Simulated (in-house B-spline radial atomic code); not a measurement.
## Ionising Ti6+ with different functionals

Computed with a radial B-spline atomic code at the basis-set limit: scalar-relativistic (spin-free X2C) Hamiltonian, Fermi nucleus of rms radius 3.5921 fm, spin-polarised at highest spin, spherical fractional occupations for the functionals, the average over the highest-spin determinants for Hartree-Fock. The ionisation energy is the difference of two self-consistent energies, [Ne] 3s2 3p4 → [Ne] 3s2 3p3, without Breit or QED terms; ε is the level of the shell that loses the electron (its least bound occupied spin orbital).

Hybrids are left out here: with spherical fractional occupations of an open shell their exact exchange keeps a self-interaction that integer-occupation calculations don't have.

```
           method          rung  ΔSCF (eV)  -ε(3p) (eV)
     Hartree-Fock  Hartree-Fock          ?            ?
         LDA VWN5           LDA     140.77       130.24
         LDA PW92           LDA     140.77       130.23
LDA exchange-only           LDA     138.27       127.94
              PBE           GGA     140.37       129.97
           PBEsol           GGA     140.29       129.90
             BLYP           GGA     140.40       129.86
             RPBE           GGA     140.23       129.90
             PW91           GGA     140.55       130.13
             BP86           GGA     140.63       130.16
             AM05           GGA     140.33       129.93
             OLYP           GGA          ?            ?
             TPSS      meta-GGA     140.24       129.99
             SCAN      meta-GGA     139.85       129.88
           r2SCAN      meta-GGA     139.81       129.83
          revTPSS      meta-GGA     140.09       129.87
```

(1) What does OLYP give?

(2) What does Hartree-Fock give?

(3) How do they compare with the NIST value?

Answers

(1) ΔSCF 140.22 eV, and -ε(3p) = 129.99 eV.

(2) ΔSCF 138.75 eV, and -ε(3p) = 139.53 eV.

(3) NIST lists 140.7 eV ± 0.18 (semi-empirical, ground level to ground level). Errors run from -2.41 to +0.09 eV; BP86 is closest (-0.05 eV), though others lie within the uncertainty of it, and part of that can be cancellation, since the calculations leave out spin-orbit coupling, Breit-QED terms, multiplet and fine-structure energies. Hartree-Fock also lacks correlation.
